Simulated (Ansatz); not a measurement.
Two members of one family (Si nanocrystals, cubic, H-capped), computed with Ansatz in the gas phase. The two geometries come from different levels. Binding counts from free atoms in the multiplicity of their measured ground term, without zero-point energy. A dash marks a value that wasn't run or was left out as unsound. The structures are stationary points that may keep the symmetry of their start. Remarks come from the PBE and PBE0 runs and from stability tests at other levels; not every state was tested. HOMO above LUMO (over both spins in singlets and doublets, within one spin in higher multiplets; at PBE or PBE0), or a gap under 0.15 eV within one spin, warns that the state may not be the lowest or that an electron is smeared out.

First: Si50H52 (singlet, charge 0, PBE-D4/def2-SVP geometry).

Cartesian coordinates in Å:
```
Si -1.138 5.719 -0.642
Si -4.219 2.898 -1.376
Si 0.819 4.012 -3.449
Si -1.945 1.450 -4.131
Si -2.649 3.436 2.155
Si 2.313 4.397 0.088
Si 0.944 2.245 2.939
Si -5.424 0.857 1.556
Si -3.273 -0.714 -1.246
Si -1.835 -0.320 2.273
Si -4.650 -2.866 1.659
Si -0.512 1.851 -0.591
Si 1.631 0.248 -3.355
Si 3.068 0.641 0.142
Si 0.275 -1.930 -0.489
Si 4.367 2.997 -2.735
Si 5.228 -1.145 -2.625
Si -2.705 -4.404 -1.180
Si -1.163 -2.315 -4.029
Si 2.384 -3.528 -3.246
Si -0.424 0.068 5.825
Si -1.083 -4.090 2.358
Si 1.730 -1.531 3.041
Si 3.872 -3.104 0.287
Si 1.234 -5.723 -0.335
Si -1.986 5.616 1.556
Si -4.615 2.976 0.945
Si 0.351 3.967 -1.140
Si -2.456 1.409 -1.835
Si -1.144 3.595 -4.679
Si 2.444 2.378 -3.944
Si -0.318 -0.190 -4.600
Si -1.007 1.812 1.702
Si 0.424 2.183 5.233
Si -2.363 -0.368 4.564
Si 1.958 4.302 2.410
Si 3.919 2.758 -0.436
Si 2.546 0.594 2.443
Si -3.793 -0.761 1.048
Si -1.671 -2.365 -1.733
Si -0.220 -1.973 1.804
Si -3.058 -4.516 1.147
Si 1.101 0.199 -1.067
Si 3.230 -1.411 -3.843
Si 4.697 -0.991 -0.336
Si 1.913 -3.553 -0.937
Si 0.430 -3.992 -4.475
Si 1.203 -1.563 5.334
Si 0.399 -5.853 1.867
Si 3.485 -3.036 2.607
H -2.289 5.719 -1.615
H -0.390 7.017 -0.826
H -3.961 4.270 -1.944
H -5.452 2.347 -2.055
H 1.372 5.375 -3.802
H -3.206 1.145 -4.909
H -2.974 3.400 3.631
H 2.830 5.758 -0.322
H -6.684 0.536 0.790
H -5.741 0.808 3.030
H -4.521 -0.996 -2.054
H -5.927 -3.113 0.892
H -4.974 -2.868 3.132
H 4.642 4.458 -3.006
H 5.582 2.216 -3.163
H 6.025 0.039 -3.103
H 6.072 -2.381 -2.825
H -4.051 -4.417 -1.867
H -1.924 -5.589 -1.684
H -2.433 -2.578 -4.807
H 3.438 -4.576 -3.533
H -0.748 0.040 7.302
H -1.413 -4.111 3.834
H 4.891 -4.166 -0.057
H 0.185 -6.226 -1.291
H 2.436 -6.628 -0.466
H -3.196 6.516 1.658
H -0.949 6.140 2.514
H -5.635 4.050 1.252
H -2.194 4.632 -4.362
H -0.835 3.670 -6.154
H 2.733 2.384 -5.429
H 0.032 -0.158 -6.071
H -0.592 3.257 5.541
H 1.672 2.477 6.030
H -3.419 0.670 4.855
H -2.925 -1.723 4.920
H 1.148 5.468 2.913
H 3.298 4.336 3.107
H 5.172 3.002 0.375
H 3.801 0.877 3.240
H -3.569 -5.890 1.521
H 3.512 -1.378 -5.328
H 5.935 -0.673 0.472
H 0.758 -4.014 -5.948
H -0.124 -5.343 -4.093
H 2.455 -1.294 6.132
H 0.696 -2.935 5.707
H 1.552 -5.867 2.835
H -0.351 -7.154 2.032
H 4.720 -2.493 3.287
H 3.206 -4.400 3.181
```

```json
{"level": "PBE-D4/def2-SVP", "HOMO (eV)": "-5.82", "LUMO (eV)": "-2.62", "gap (eV)": "3.20", "vertical triplet (eV)": "3.16", "binding per atom (eV)": "3.48"}
{"level": "r2SCAN-D4/def2-SVP", "HOMO (eV)": "-6.07", "LUMO (eV)": "-2.58", "gap (eV)": "3.49", "vertical triplet (eV)": "–", "binding per atom (eV)": "3.48"}
{"level": "r2SCAN-D4/def2-mTZVP", "HOMO (eV)": "-6.08", "LUMO (eV)": "-2.58", "gap (eV)": "3.50", "vertical triplet (eV)": "–", "binding per atom (eV)": "3.41"}
{"level": "PBE0-D4/def2-SVP", "HOMO (eV)": "-6.72", "LUMO (eV)": "-2.04", "gap (eV)": "4.69", "vertical triplet (eV)": "3.83", "binding per atom (eV)": "3.48"}
```

Remarks: gap within one spin near zero at PBE or PBE0 (triplet).

Second: Si51H52 (singlet, charge 0, r2SCAN-D4/def2-SVP geometry).

Cartesian coordinates in Å:
```
Si -5.792 -0.619 0.748
Si -3.153 -2.796 3.314
Si -4.157 -2.475 -2.174
Si -1.778 -4.447 0.114
Si -3.411 1.089 3.362
Si -4.255 1.368 -2.060
Si -2.013 3.230 0.442
Si -0.991 -0.796 5.667
Si 0.502 -2.539 2.560
Si 0.388 1.284 2.731
Si 2.757 -0.657 5.069
Si -1.897 -0.608 0.291
Si -0.356 -2.357 -2.773
Si -0.472 1.466 -2.622
Si 1.931 -0.466 -0.320
Si -2.734 -0.428 -5.112
Si 1.033 -0.290 -5.714
Si 4.218 -2.525 2.137
Si 2.039 -4.307 -0.495
Si 3.442 -2.196 -3.387
Si 0.275 5.124 2.906
Si 4.199 1.368 2.148
Si 1.815 3.371 -0.168
Si 3.296 1.646 -3.263
Si 5.768 -0.194 -1.097
Si -5.587 0.980 2.469
Si -3.104 -0.858 4.647
Si -3.998 -0.588 -0.773
Si -1.619 -2.583 1.542
Si -3.897 -4.444 -0.910
Si -2.469 -2.373 -3.814
Si -0.083 -4.328 -1.517
Si -1.741 1.263 1.707
Si -1.833 5.097 1.859
Si 0.546 3.149 4.154
Si -4.034 3.319 -0.762
Si -2.568 1.441 -3.693
Si -0.310 3.325 -1.181
Si 0.663 -0.681 3.999
Si 2.199 -2.442 0.933
Si 2.091 1.404 1.097
Si 4.447 -0.581 3.445
Si -0.197 -0.494 -1.345
Si 1.325 -2.233 -4.418
Si 1.184 1.579 -4.291
Si 3.592 -0.309 -1.984
Si -1.068 -0.327 -6.768
Si 3.729 -4.164 -2.127
Si 1.949 5.237 1.256
Si 5.992 1.403 0.623
Si 3.348 3.591 -1.939
H -5.941 -1.979 1.352
H -7.042 -0.333 -0.030
H -4.535 -3.096 2.829
H -2.700 -3.958 4.148
H -5.502 -2.470 -2.844
H -1.603 -5.693 0.934
H -3.322 2.276 4.277
H -5.604 1.320 -2.718
H -0.770 -2.037 6.477
H -0.870 0.389 6.577
H 0.676 -3.802 3.358
H 2.887 -1.899 5.899
H 2.840 0.529 5.981
H -4.098 -0.441 -5.742
H 2.130 -0.213 -6.737
H 4.134 -3.710 3.055
H 5.400 -2.726 1.242
H 2.218 -5.553 0.325
H 4.508 -2.102 -4.441
H 0.375 6.318 3.812
H 4.315 2.556 3.059
H 4.374 1.687 -4.308
H 6.194 -1.533 -0.584
H 6.689 0.174 -2.221
H -6.520 0.607 3.582
H -6.011 2.317 1.950
H -4.191 -0.925 5.682
H -4.966 -4.537 0.136
H -4.025 -5.633 -1.815
H -2.547 -3.585 -4.698
H -0.188 -5.504 -2.447
H -2.919 5.050 2.891
H -2.014 6.346 1.049
H -0.512 3.062 5.211
H 1.883 3.149 4.831
H -5.209 3.539 0.136
H -3.939 4.496 -1.689
H -2.694 2.703 -4.499
H -0.484 4.583 -1.986
H 5.804 -0.558 4.088
H 1.211 -3.447 -5.297
H 0.962 2.837 -5.083
H -1.169 -1.517 -7.676
H -1.246 0.912 -7.593
H 3.654 -5.350 -3.040
H 5.074 -4.168 -1.466
H 1.779 6.486 0.444
H 3.303 5.281 1.898
H 6.142 2.762 0.017
H 7.248 1.105 1.388
H 2.885 4.746 -2.777
H 4.726 3.906 -1.449
```

Problem. Estimate how these quantities change from the first to the second (second minus first).

Solution. 
| level | Δ HOMO (eV) | Δ LUMO (eV) | Δ gap (eV) | Δ vertical triplet (eV) | Δ binding per atom (eV) |
| --- | --- | --- | --- | --- | --- |
| PBE-D4/def2-SVP | 0.03 | 0.01 | -0.02 | -0.02 | 0.01 |
| r2SCAN-D4/def2-SVP | 0.03 | 0.01 | -0.02 | – | 0.01 |
| r2SCAN-D4/def2-mTZVP | 0.03 | 0.01 | -0.02 | – | 0.01 |
| PBE0-D4/def2-SVP | 0.03 | 0.01 | -0.02 | -0.02 | 0.01 |

Remarks: gap within one spin near zero at PBE or PBE0 (triplet).
